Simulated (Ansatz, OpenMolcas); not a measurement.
**C2H4FGa (SMILES C=[CH][GaH][F]): the vertical energy of the triplet above the singlet, rung by rung**

C2H4FGa has 8 atoms, charge 0, and is taken as a singlet. SMILES: `C=[CH][GaH][F]`. The shape is that of a PBE0-D4/def2-TZVP optimisation. This is one conformer, not always the lowest.

Each level gives the vertical energy of the triplet above the singlet (eV). The values are calculated.

```json
{"level": "HF/cc-pVDZ", "kind": "Hartree–Fock", "program": "Ansatz", "value (eV)": "3.26", "CPU time (all runs)": "17 s"}
{"level": "PBE/cc-pVDZ", "kind": "GGA", "program": "OpenMolcas", "value (eV)": "-1134.20", "CPU time (all runs)": "5.9 min"}
{"level": "M06-L/cc-pVDZ", "kind": "meta-GGA", "program": "OpenMolcas", "value (eV)": "4.12", "CPU time (all runs)": "3.6 min"}
{"level": "TPSS/cc-pVDZ", "kind": "meta-GGA", "program": "OpenMolcas", "value (eV)": "4.08", "CPU time (all runs)": "4 min"}
{"level": "B3LYP/cc-pVDZ", "kind": "global hybrid", "program": "Ansatz", "value (eV)": "4.17", "CPU time (all runs)": "35 s"}
{"level": "r2SCAN0/cc-pVDZ", "kind": "hybrid meta-GGA", "program": "Ansatz", "value (eV)": "3.81", "CPU time (all runs)": "68 s"}
{"level": "CAM-B3LYP/cc-pVDZ", "kind": "range-separated hybrid", "program": "Ansatz", "value (eV)": "4.14", "CPU time (all runs)": "35 s"}
{"level": "wB97X/cc-pVDZ", "kind": "range-separated hybrid", "program": "Ansatz", "value (eV)": "4.25", "CPU time (all runs)": "2.1 min"}
```

All-electron rows without a relativistic Hamiltonian named are non-relativistic. The values span -1134.20 to 4.25 eV. Spin contamination of the reference (⟨S²⟩ at least 0.1 too high) touches PBE/cc-pVDZ (up to 18.44 too high). The second state's dipole differs much between rows, so they may not all be the same state. Times are those of the runs behind each value, whatever else they computed, on shared processors of several kinds: orders of magnitude only.
